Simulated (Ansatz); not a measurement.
The cluster Se3⁺ was relaxed with r2SCAN-D4 (def2-TZVP) in Ansatz in these states: charge +1 doublet, charge +1 quartet. The geometries follow in no particular order.

A:

```xyz
3

Se    1.042   -1.071   -0.545
Se    0.481    0.697    0.810
Se   -1.523    0.375   -0.265
```

B:

Cartesian coordinates in Å:
```
Se -0.4554 1.2862 -0.2138
Se -0.5456 -0.6834 0.9479
Se 1.0010 -0.6028 -0.7341
```

Task: Judge from the bond lengths which geometry belongs to which state (an estimate).

Result: A is the charge +1 quartet (Se1–Se3 2.957 Å, Se2–Se3 2.297 Å, Se1–Se2 2.297 Å); B is the charge +1 doublet (Se1–Se3 2.441 Å, Se2–Se3 2.286 Å, Se1–Se2 2.289 Å).

At PBE0-D4/def2-TZVP a doublet lies 0.63 eV below the charge +1 quartet. These are the stationary points nearest to one start from a short search; other shapes may lie lower in each state.
